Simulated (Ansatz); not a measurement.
AlGeH$_{3}$O$_{2}$ (`[OH][GeH]1[O][AlH]1`), 7 atoms. Charge 0, multiplicity 1. Correlated methods include outer-core shells of Ge, which these sets cover unevenly. Scalar relativity is left out up to krypton. All runs use 2 threads of an Arm Neoverse V2 on a shared host. Correlated methods freeze the cores.

Problem. Give the basis size and wall time and peak host memory of each of these runs in Ansatz. RKS PBE0-D4/def2-SVP energy; direct RPA on PBE orbitals/def2-TZVPP energy; RKS ωB97X-V/def2-TZVPP energy; RHF-MP2/def2-QZVPP energy; RKS SPW92 (LDA)/def2-TZVPP energy; RKS ωB97M-V/def2-QZVPP energy; RHF-CCSD(T)/def2-SVP energy; RKS PBE0-D4/def2-QZVPP energy; RHF-CCSD(T)/def2-TZVPP energy; RKS B3LYP-D4/def2-TZVPP energy and forces; RKS PBE0-D4/def2-TZVP relaxation (8 steps); RKS ωB97M-V/def2-SVP energy. (Best estimate.)

Solution. Computed: Other jobs shared the machine, so times are rough.

```tsv
level	job	functions	wall time	peak host memory (GiB)
RKS SPW92 (LDA)/def2-TZVPP	energy	194	1.5 s	0.22
RKS PBE0-D4/def2-SVP	energy	93	1.7 s	0.18
RHF-CCSD(T)/def2-SVP	energy	93	5.5 s	0.31
RKS B3LYP-D4/def2-TZVPP	energy and forces	194	6 s	0.47
direct RPA on PBE orbitals/def2-TZVPP	energy	194	7 s	0.4
RKS ωB97M-V/def2-SVP	energy	93	8.5 s	0.27
RKS ωB97X-V/def2-TZVPP	energy	194	11 s	0.53
RKS PBE0-D4/def2-QZVPP	energy	363	12 s	1.2
RHF-MP2/def2-QZVPP	energy	363	23 s	1.5
RKS ωB97M-V/def2-QZVPP	energy	363	29 s	1.3
RKS PBE0-D4/def2-TZVP	relaxation (8 steps)	165	37 s	0.4
RHF-CCSD(T)/def2-TZVPP	energy	194	110 s	2.2
```

B3LYP here is the variant with VWN-RPA as its local correlation; programs differ in this.
